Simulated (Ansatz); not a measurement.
NH2 (SMILES [NH2-]), charge -1, multiplicity 1, relaxed at each level with Ansatz (a quantum-chemistry and plane-wave program); harmonic frequencies from differences of analytic forces, average atomic masses, frozen cores.

| level | N1–H2 (Å) | N1–H3 (Å) | H2–N1–H3 (°) | dipole (D) |
|---|---|---|---|---|
| HF/def2-TZVPP | 1.0171 | 1.0171 | 101.6 | - |
| PBE/def2-TZVPP | 1.0438 | 1.0438 | 99.3 | - |
| r2SCAN/def2-TZVPP | 1.0350 | 1.0350 | 99.6 | - |
| B3LYP/def2-TZVPP | 1.0342 | 1.0342 | 100.2 | - |
| PBE0/def2-TZVPP | 1.0320 | 1.0320 | 100.1 | - |
| wB97X-V/def2-TZVPP | 1.0324 | 1.0324 | 100.4 | - |
| MP2/cc-pVTZ | 1.0328 | 1.0328 | 98.4 | - |
| CCSD(T)/cc-pVDZ | 1.0614 | 1.0614 | 95.5 | - |
| CCSD(T)/cc-pVTZ | 1.0372 | 1.0372 | 98.2 | - |
| CCSD(T)/cc-pVQZ | 1.0322 | 1.0322 | 99.7 | - |
